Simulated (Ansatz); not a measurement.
Start from `O[SiH2]/C=C/F` and change one element to get `O[SiH2]/C=C/Cl`.

Ansatz, PBE0-D4/def2-TZVP geometries, multiplicity 1. Each molecule was computed in one conformer, which needn't be the lowest.

```tsv
property	`O[SiH2]/C=C/F`
HOMO energy (ωB97M-V/def2-TZVPP) / eV	-10.03
LUMO energy (PBE0/def2-TZVPP) / eV	-0.28
size of the dipole moment (PBE/def2-TZVPP) / D	1.34
LUMO energy (ωB97M-V/def2-TZVPP) / eV	1.68
HOMO–LUMO gap (PBE/def2-TZVPP) / eV	5.31
LUMO energy (B3LYP/def2-TZVPP) / eV	-0.52
```

Q: Give the same properties after the change, and the shifts. (Best estimate.)

A: Computed: 
```
                                      property  `O[SiH2]/C=C/Cl`  shift
         HOMO energy (ωB97M-V/def2-TZVPP) / eV             -9.78   0.25
            LUMO energy (PBE0/def2-TZVPP) / eV             -0.73  -0.45
size of the dipole moment (PBE/def2-TZVPP) / D              1.40   0.06
         LUMO energy (ωB97M-V/def2-TZVPP) / eV              1.36  -0.32
           HOMO–LUMO gap (PBE/def2-TZVPP) / eV              4.78  -0.53
           LUMO energy (B3LYP/def2-TZVPP) / eV             -0.93  -0.41
```

With PBE0 the HOMO rises by 0.18 eV and the LUMO falls by 0.45 eV, so the gap narrows by about 0.63 eV. PBE moves the HOMO by 0.11 eV and ωB97M-V by 0.25 eV. Dipoles are sizes alone; their direction can turn.

Positive LUMOs are unbound, so they and the gaps depend on the basis.

B3LYP here is the variant with VWN-RPA as its local correlation; programs differ in this.
